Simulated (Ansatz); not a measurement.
Reaction (substitution at a C–In bond): `C[CH2][InH][CH](C)C` + `[OH][MgH]` → `CC(C)[O][MgH]` + `C[CH2][InH2]`

Isolated molecules relaxed with PBE0-D4/def2-TZVP in Ansatz; ΔE leaves out vibrations. CCSD(T)/CBS adds triple-zeta CCSD(T) − MP2 to the extrapolated MP2 energy (def2 sets, frozen cores). Functionals use def2-TZVPP. HSE06 is defined as in plane-wave codes. def2 core potentials past Kr. For In, Mg outer-core shells are correlated without core-valence functions, which leaves a few kJ/mol of doubt a bond. One conformer a species, not always the lowest.

```csv
level,ΔE (kJ/mol),difference from CCSD(T)/CBS
B97M-V,9.3,-27.3
r2SCANh-D4,22.5,-14.1
HSE06-D4,25.2,-11.4
ωB97M-V,24.2,-12.4
PBE-QIDH,27.9,-8.7
PBE,23.8,-12.8
r2SCAN,21.4,-15.2
PBE0,21.5,-15.1
RPA@PBE/def2-TZVPP,25.8,-10.8
HF/def2-SVP,-16.0,-52.6
HF/def2-TZVPP,0.0,-36.6
MP2/def2-TZVPP,43.6,7.0
SCS-MP2/def2-TZVPP,34.4,-2.2
CCSD/def2-TZVPP,27.3,-9.3
CCSD(T)/def2-TZVPP,30.4,-6.2
CCSD/CBS(def2),33.5,-3.1
CCSD(T)/CBS,36.6,0
```

Largest T1 diagnostic among the species: 0.012.

In def2-TZVPP, CCSD(T) changes the Hartree–Fock value by +30.4 kJ/mol (the triples alone add +3.1 kJ/mol) and MP2 by +43.6 kJ/mol. Leaving LDA and LC-ωPBE aside and taking each functional with its dispersion term where it has one, the values spread over 18.5 kJ/mol, from B97M-V to PBE-QIDH. LDA lies −8.0 kJ/mol from PBE without D4. From BLYP to BHLYP (50 % exact exchange), in def2-TZVPP and without D4, ΔE moves by −6.9 kJ/mol.
